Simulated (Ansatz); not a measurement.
`CO[SiH](C)[SiH3]` at its PBE0-D4/def2-TZVP geometry, where that method's forces vanish. Total charge 0; spin multiplicity 1.

```xyz
15

C    -2.3171    0.3314   -0.6084
O    -1.2955    0.1225    0.3369
Si    0.2072   -0.4213   -0.0783
C     1.1189    0.7957   -1.1667
Si    1.3256   -0.7947    1.9435
H    -2.0967    1.1877   -1.2563
H    -2.4697   -0.5525   -1.2398
H    -3.2458    0.5366   -0.0726
H     0.0677   -1.7027   -0.8400
H     1.2439    1.7585   -0.6660
H     0.5872    0.9632   -2.1072
H     2.1118    0.4083   -1.4123
H     2.6910   -1.3251    1.6689
H     1.4699    0.4741    2.7092
H     0.6018   -1.7817    2.7889
```

What forces (eV/Å) does r2SCAN-D4/def2-TZVPP give on these atoms in Ansatz 0.2.0? (Estimate.)

Ansatz gave: 
```
C1  -0.251  0.049 -0.217
O2   0.175 -0.026  0.246
Si3  0.040 -0.039 -0.012
C4   0.005 -0.004 -0.004
Si5  0.010 -0.009  0.013
H6   0.003 -0.001  0.001
H7   0.002  0.002  0.001
H8   0.014 -0.002 -0.009
H9   0.003  0.009  0.000
H10  0.004 -0.012 -0.020
H11  0.017  0.005  0.011
H12 -0.016  0.023 -0.006
H13 -0.023  0.010  0.011
H14  0.000 -0.022 -0.007
H15  0.017  0.018 -0.008
```
